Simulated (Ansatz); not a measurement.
Geometry optimisation, Ansatz 0.2.0, RKS B3LYP-D4/def2-mTZVP.

Input file:

```yaml
crystal:
  periodic: [false, false, false]
  atoms:
    - { symbol: Ga, position_ang: [0.015532, -0.196018, 0.156617] }
    - { symbol: "N", position_ang: [0.007501, -0.149554, 2.059838] }
    - { symbol: H, position_ang: [-0.78615, -0.505031, 2.576699] }
    - { symbol: H, position_ang: [0.864407, -0.29539, 2.577525] }
    - { symbol: H, position_ang: [1.416817, -0.02441, -0.509404] }
    - { symbol: H, position_ang: [-1.382931, -0.375347, -0.51351] }
    - { symbol: Br, position_ang: [-0.39237, 3.296883, 1.016228] }
    - { symbol: H, position_ang: [-0.252305, 2.080667, 1.909208] }
basis:
  gaussian: { orbitals: def2-mTZVP }
hamiltonian:
  xc: b3lyp
  dispersion: d4
relax:
  f_tol: 0.03
  max_steps: 50
output:
  orbitals: {}
```

Command:

```bash
$ ansatz run input.yaml --threads 2 --pin off --max-ram 3072MiB --backend cpu --events-out ev --progress --plain --runs-dir out
```

Where does it end, and by what steps?

The forces met the threshold. The force dipped under the threshold on the way, but the program's further checks kept it going. After 27 steps the energy has fallen by 1.996 eV; H8 moved furthest, 1.57 Å. Parted: Br7–H8 (1.52 → 3.26 Å). Joined: Ga1–Br7 (3.62 → 2.39 Å), N2–H8 (2.25 → 1.02 Å).

```csv
step,energy less start (eV),largest force component (eV/Å),accepted
0,0.0000,0.866,yes
1,-0.1010,0.360,yes
2,-0.1314,0.671,yes
3,-0.1860,0.922,yes
4,-0.2672,0.974,yes
5,-0.4760,1.669,yes
6,-1.0643,1.263,yes
7,-1.3061,6.350,yes
8,-1.6863,2.731,yes
9,-1.8819,0.902,yes
10,-1.9323,0.620,yes
11,-1.7964,1.661,no
12,-1.9856,0.110,yes
13,-1.9879,0.071,yes
14,-1.9895,0.038,yes
15,-1.9905,0.080,yes
16,-1.9909,0.106,yes
17,-1.9917,0.112,yes
18,-1.9924,0.133,yes
19,-1.9929,0.143,yes
20,-1.9939,0.125,yes
21,-1.9914,0.179,no
22,-1.9950,0.017,yes
23,-1.9955,0.028,yes
24,-1.9950,0.171,no
25,-1.9959,0.012,yes
26,-1.9954,0.129,no
27,-1.9961,0.027,yes
```

```xyz
8
Properties=species:S:1:pos:R:3
Ga -0.046 0.493 0.035
N 0.011 0.192 2.159
H -0.929 0.293 2.537
H 0.382 -0.706 2.463
H 1.474 0.378 -0.341
H -1.183 -0.499 -0.397
Br -0.797 2.753 0.243
H 0.579 0.929 2.574
```

Whether the end is a true minimum wasn't checked by a vibrational analysis.

The run took 98 s on 2 threads of Arm Neoverse V1, with other jobs on the host, peak memory 0.24 GiB.
